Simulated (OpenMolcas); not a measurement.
**C I: Slater's ratio, worked from levels**

```json
{"Program": "OpenMolcas 26.06", "Basis": "ANO-RCC [8s8p4d3f2g]", "Scalar Hamiltonian": "DKH2, point nucleus", "Active space": "2 electrons in 9 orbitals (RAS2 2p; RAS3 3s 3d, at most 1 electron)", "State averaging": "2S+1 = 3 even, 3 roots; 2S+1 = 1 even, 6 roots; 2S+1 = 3 odd, 3 roots; 2S+1 = 1 odd, 3 roots", "Spin-orbit coupling": "RASSI with atomic mean-field integrals over the reference wave functions, term energies averaged over their components"}
```

Methods: RASSCF; SS-RASPT2, IPEA 0.25 Eh, imaginary shift 0.1 Eh (closed shells correlated: 1s 2s). Measured levels: NIST Handbook of Basic Atomic Spectroscopic Data.

**Slater's ratio.** With one set of orbitals, p2 has 1D - 3P = 6 F2 and 1S - 1D = 9 F2 (F2 = F²/25), a ratio of 3/2. Term energies are centres of gravity, weighted by 2J + 1.

| Source | 1D - 3P | 1S - 3P | F2 from the first | Ratio |
| --- | --- | --- | --- | --- |
| RASSCF | 12587 | 30893 | 2098 | 1.454 |
| SS-RASPT2 | 9888 | 25843 | 1648 | 1.614 |
| measured | 10163 | 21618 | 1694 | 1.127 |

Energies in cm-1. A ratio away from 3/2 shows effects beyond one configuration with one set of orbitals, and in heavier atoms second-order spin-orbit shifts.

CASPT2 breaks the degeneracy within a term, and the mean is taken; among the terms shown or strongly mixed into the levels shown the widest spread is 84 cm-1 (2s2 2p2 1D, SS-RASPT2). With the s shell closed, the reference lacks s² → p² mixing. Without dynamic correlation excited terms often stand tens of per cent too high (terms of higher spin than the ground term too low), and those without a measured partner can miss by more than the paired ones (holds for RASSCF). Some terms miss by over 15 % even with CASPT2, which points to a basis or an active space too small for the shells correlated (holds for SS-RASPT2). Measured partners are found by configuration, term and J. A level has none where our copy of the source lacks it or the pairing is in doubt (some pairs that miss far off the trend of their configuration count as doubtful), and it then counts in no deviation. Only configurations of the active space appear.
